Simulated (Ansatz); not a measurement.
System: YBr$_{2}$, charge 0, multiplicity 2. The spin state was set by rule; other spins were not relaxed. 
Coordinates optimised at B3LYP-D3(BJ)/def2-TZVP (Ansatz, a program for electronic structure):
```xyz
3

Y      0.4311     0.3803     0.4286
Br    -0.4145     1.6220    -1.6906
Br    -0.0658    -2.0458     1.2130
```
Charge 0, spin multiplicity 2.

Quantity: vertical ionisation energy (to the singlet state of charge +1; each state is the SCF solution reached for its spin), in eV. Correlated levels leave the core frozen unless marked. UHF or UKS for open shells. Spin-orbit coupling is left out. The frozen core is the preceding noble-gas configuration, with the filled d and f shells of earlier blocks. In def2 rows, elements after Kr have scalar-relativistic effective core potentials. Basis-set limits of correlation are two-point, X^-3; Hartree-Fock from the larger set. [CCSD(T)-MP2]/basis is that difference in the basis named.

| level | program | vertical ionisation energy (eV) |
|---|---|---|
| HF/def2-SVPD | Ansatz | 6.44 |
| HF/def2-TZVPPD | Ansatz | 6.39 |
| HF/def2-QZVPPD | Ansatz | 6.38 |
| SVWN5/def2-TZVPD | Ansatz | 6.82 |

Task: Estimate the value at RI-MP2/CBS(def2-TZVPPD,def2-QZVPPD)+[CCSD(T)-MP2]/def2-TZVPPD as computed with Ansatz.

Result: 6.51 eV
